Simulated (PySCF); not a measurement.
# C (carbon, neutral) across methods

[He] 2s1 2p3, 2s spin antiparallel (an excited configuration). Calculation: PySCF 2.14, in aug-cc-pwCVTZ (7s6p4d2f, 59 functions); the non-relativistic Hamiltonian (point nucleus).

```csv
method,E (hartree),mean ε 1s α (eV),mean ε 2s β (eV),mean ε 2p α (eV),Σ⟨r²⟩ (bohr²),⟨S²⟩
M06-2X,-37.4938,-291.09,-15.348,-8.926,14.85,3.000
PBEsol,-37.3111,-272.42,-12.280,-6.434,15.00,3.000
PW91,-37.5122,-274.09,-12.417,-6.522,14.96,3.000
UHF,-37.25125,-309.66,-17.065,-10.746,15.21,3.000
LDA,-37.1642,-271.11,-12.326,-6.537,15.01,3.000
wB97M-V,-37.5022,-285.84,-16.454,-9.944,15.02,3.000
PBE0,-37.4570,-282.91,-13.888,-7.699,14.93,3.000
r2SCAN,-37.4763,-277.98,-12.640,-6.795,14.83,3.000
PBE,-37.4785,-273.81,-12.413,-6.472,15.00,3.000
```

With the s spin flipped the determinant is a mixture of two multiplicities, not a spectroscopic state.
